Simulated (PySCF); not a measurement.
Isomers of C5H11FO2Si2, mass 178.028 u with the commonest isotopes. Method used: PBE0/pcSseg-1 in PySCF (dipole) on a GFN2-xTB geometry, gas phase. One conformer each, none proved a minimum here; rigid rotors.

**Question.** Order these by rotational constant C, largest first.
A. `[CH3:1][O:2][C:3](=[O:4])[Si@@H:5]1[CH2:6][SiH2:7][C@H:8]([F:9])[CH2:10]1` with C1–O2–C3–O4 0°, O2–C3–Si5–C6 71°, C3–Si5–C6–Si7 -128°, Si5–C6–Si7–C8 -10°, C6–Si7–C8–F9 157°, Si7–C8–C10–Si5 -45°
B. `[O:1]=[CH:2][O:3][Si@@H:4]1[CH2:5][C@@H:6]([F:7])[CH2:8][C@@H:9]1[SiH3:10]` with O1–C2–O3–Si4 -1°, C2–O3–Si4–C5 178°, O3–Si4–C5–C6 -136°, Si4–C5–C6–F7 -78°, C5–C6–C8–C9 -50°, C6–C8–C9–Si10 160°
C. `[CH3:1][C:2](=[O:3])[O:4][SiH2:5][CH2:6]/[CH:7]=[C:8](/[F:9])[SiH3:10]` with C1–C2–O4–Si5 178°, C2–O4–Si5–C6 -179°, O4–Si5–C6–C7 172°, Si5–C6–C7–C8 -104°
D. `[CH3:1][C:2](=[O:3])[O:4][Si@@H:5]1[CH2:6][SiH2:7][C@H:8]([F:9])[CH2:10]1` with C1–C2–O4–Si5 178°, C2–O4–Si5–C6 -177°, O4–Si5–C6–Si7 -129°, Si5–C6–Si7–C8 -10°, C6–Si7–C8–F9 156°, Si7–C8–C10–Si5 -44°

**Answer.** B (562.2 MHz), A (484.5 MHz), D (444.3 MHz), C (324.8 MHz).

**Question.** Order these by radius of gyration √(Σ m r²/M), largest first.
A. `[CH3:1][C:2](=[O:3])[O:4][Si@@H:5]1[CH2:6][SiH2:7][C@H:8]([F:9])[CH2:10]1` with C1–C2–O4–Si5 178°, C2–O4–Si5–C6 -177°, O4–Si5–C6–Si7 -129°, Si5–C6–Si7–C8 -10°, C6–Si7–C8–F9 156°, Si7–C8–C10–Si5 -44°
B. `[O:1]=[CH:2][O:3][Si@@H:4]1[CH2:5][C@@H:6]([F:7])[CH2:8][C@@H:9]1[SiH3:10]` with O1–C2–O3–Si4 -1°, C2–O3–Si4–C5 178°, O3–Si4–C5–C6 -136°, Si4–C5–C6–F7 -78°, C5–C6–C8–C9 -50°, C6–C8–C9–Si10 160°
C. `[CH3:1][O:2][C:3](=[O:4])[Si@@H:5]1[CH2:6][SiH2:7][C@H:8]([F:9])[CH2:10]1` with C1–O2–C3–O4 0°, O2–C3–Si5–C6 71°, C3–Si5–C6–Si7 -128°, Si5–C6–Si7–C8 -10°, C6–Si7–C8–F9 157°, Si7–C8–C10–Si5 -45°
D. `[CH3:1][C:2](=[O:3])[O:4][SiH2:5][CH2:6]/[CH:7]=[C:8](/[F:9])[SiH3:10]` with C1–C2–O4–Si5 178°, C2–O4–Si5–C6 -179°, O4–Si5–C6–C7 172°, Si5–C6–C7–C8 -104°

**Answer.** D (3.017 Å), A (2.588 Å), C (2.554 Å), B (2.322 Å).

**Question.** Order these by rotational constant B, smallest first.
A. `[CH3:1][C:2](=[O:3])[O:4][SiH2:5][CH2:6]/[CH:7]=[C:8](/[F:9])[SiH3:10]` with C1–C2–O4–Si5 178°, C2–O4–Si5–C6 -179°, O4–Si5–C6–C7 172°, Si5–C6–C7–C8 -104°
B. `[CH3:1][O:2][C:3](=[O:4])[Si@@H:5]1[CH2:6][SiH2:7][C@H:8]([F:9])[CH2:10]1` with C1–O2–C3–O4 0°, O2–C3–Si5–C6 71°, C3–Si5–C6–Si7 -128°, Si5–C6–Si7–C8 -10°, C6–Si7–C8–F9 157°, Si7–C8–C10–Si5 -45°
C. `[O:1]=[CH:2][O:3][Si@@H:4]1[CH2:5][C@@H:6]([F:7])[CH2:8][C@@H:9]1[SiH3:10]` with O1–C2–O3–Si4 -1°, C2–O3–Si4–C5 178°, O3–Si4–C5–C6 -136°, Si4–C5–C6–F7 -78°, C5–C6–C8–C9 -50°, C6–C8–C9–Si10 160°

**Answer.** A (348.2 MHz), B (513.5 MHz), C (757.7 MHz).

```tsv
SMILES	point group	Ia (u·Å²)	Ib (u·Å²)	Ic (u·Å²)	κ	μa (D)	μb (D)	μc (D)
O=CO[Si@@H]1C[C@@H](F)C[C@@H]1[SiH3]	C1	352.99	667.00	899.00	-0.55	0.80	0.62	2.36
COC(=O)[Si@@H]1C[SiH2][C@H](F)C1	C1	294.66	984.17	1043.18	-0.95	0.56	0.43	1.22
CC(=O)O[SiH2]C/C=C(/F)[SiH3]	C1	233.80	1451.47	1555.80	-0.97	0.90	1.85	2.21
CC(=O)O[Si@@H]1C[SiH2][C@H](F)C1	C1	255.49	991.57	1137.36	-0.91	1.30	2.82	0.34
```
